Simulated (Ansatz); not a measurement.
Ansatz results at the PBE0-D4/def2-TZVP geometry: HOMO–LUMO gap (ωB97M-V/def2-TZVPP) 9.88 eV; size of the dipole moment (B3LYP/def2-TZVPP) 1.74 D; size of the dipole moment (ωB97M-V/def2-TZVPP) 1.78 D.

Each molecule was computed in one conformer, which needn't be the lowest.

(1) Which molecule gave them?
A. `[SiH3][S][AlH][SH]`
B. `[CH3][Ge]1([NH2])[BH][O]1`
C. `F[CH](F)[GeH3]`
D. `[OH][AlH][C]#CS`

Results:

(1) B. The others give `F[CH](F)[GeH3]`: 13.13, 1.84, 1.87; `[SiH3][S][AlH][SH]`: 10.36, 0.88, 0.84; `[OH][AlH][C]#CS`: 9.75, 2.44, 2.37.

B3LYP here is the variant with VWN-RPA as its local correlation; programs differ in this.
